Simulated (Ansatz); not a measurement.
Wavefunction ladder for CH3AlSe, SMILES `[CH2]1[AlH][Se]1`

Z-matrix (Å, degrees):
```
C
Se 1 2.069
Al 1 1.915 2 68.4
H 1 1.087 2 109.8 3 118.5
H 1 1.087 2 109.8 3 -118.4
H 3 1.569 1 151.8 2 180.0
```

Total charge 0; spin multiplicity 1. Correlated methods include outer-core shells of Se, which these sets cover unevenly. Scalar relativity is left out up to krypton. The structure was optimised at the PBE0-D4/def2-TZVP level. Frozen core, restricted reference, the Gaussian-basis code of Ansatz.

```json
{"basis": "def2-SVP", "HF (Eh)": "-2680.96367", "MP2 corr.": "-0.43215", "CCSD corr.": "-0.45482", "(T)": "-0.01509", "CCSD(T) total": "-2681.43358"}
{"basis": "def2-TZVPP", "HF (Eh)": "-2681.39168", "MP2 corr.": "-0.51439", "CCSD corr.": "-0.53567", "(T)": "-0.02343", "CCSD(T) total": "-2681.95078"}
{"basis": "def2-QZVPP", "HF (Eh)": "-2681.44740", "MP2 corr.": "-0.83426", "CCSD corr.": "–", "(T)": "–", "CCSD(T) total": "–"}
```
